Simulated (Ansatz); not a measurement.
Basis sets compared for BMe2(iBu) (C6H15B). Total charge 0; singlet. Geometry PBE-D4/def2-SVP. Ansatz on 4 threads of Arm Neoverse V1 on a shared host; times are rough, and most runs start from earlier orbitals.

```xyz
22

B     0.107   -0.437   -1.156
C    -1.116   -1.243   -1.745
C     0.673    0.792   -1.968
C     0.759   -0.901    0.219
C     0.338   -0.061    1.463
C    -1.181   -0.083    1.684
C     0.863    1.380    1.421
H    -1.786   -1.674   -0.973
H    -0.660   -2.124   -2.261
H    -1.716   -0.710   -2.510
H     1.667    1.166   -1.652
H    -0.053    1.629   -1.838
H     0.684    0.601   -3.063
H     1.869   -0.850    0.139
H     0.499   -1.962    0.427
H     0.805   -0.550    2.348
H    -1.719    0.439    0.863
H    -1.456    0.424    2.632
H    -1.574   -1.120    1.729
H     0.391    1.967    0.606
H     1.960    1.410    1.261
H     0.646    1.907    2.374
```

Binding counts from free atoms (B doublet, C triplet, H doublet) in the same basis, without a counterpoise term.

```
           level  functions  energy (Eh)  HOMO (eV)  LUMO (eV)  binding per atom (eV)  wall time
 PBE-D4/def2-SVP        173    -261.9666      -6.49      -1.24                   4.20      2.3 s
PBE0-D4/def2-SVP        173    -262.0305      -7.86      -0.26                   4.17      3.2 s
```

**Question.** Estimate the rows for PBE-D4/def2-TZVP (with forces), PBE0-D4/def2-TZVP.

**Answer.** 
```json
{"level": "PBE-D4/def2-TZVP (with forces)", "functions": "307", "energy (Eh)": "-262.2483", "HOMO (eV)": "-6.58", "LUMO (eV)": "-1.37", "binding per atom (eV)": "4.17", "wall time": "6 s"}
{"level": "PBE0-D4/def2-TZVP", "functions": "307", "energy (Eh)": "-262.3037", "HOMO (eV)": "-7.90", "LUMO (eV)": "-0.36", "binding per atom (eV)": "4.13", "wall time": "7 s"}
```
